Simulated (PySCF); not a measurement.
Excitations are Tamm–Dancoff values on a coarser integration grid. The basis has no diffuse functions, so Rydberg states are missing or too high.

Species: H$_{4}$BIN$_{2}$, SMILES `NB(N)I` (charge 0, multiplicity 1).

Q: Predict the T1 excitation (TDA), LUMO, S1 oscillator strength, S1–T1 gap (TDA) and HOMO–LUMO gap from r2SCAN-D4/def2-TZVP (PySCF).

A: 
* **T1 excitation (TDA)**: 6.01 eV
* **LUMO**: 0.21 eV
* **S1 oscillator strength**: 0.001
* **S1–T1 gap (TDA)**: 0.56 eV
* **HOMO–LUMO gap**: 6.45 eV
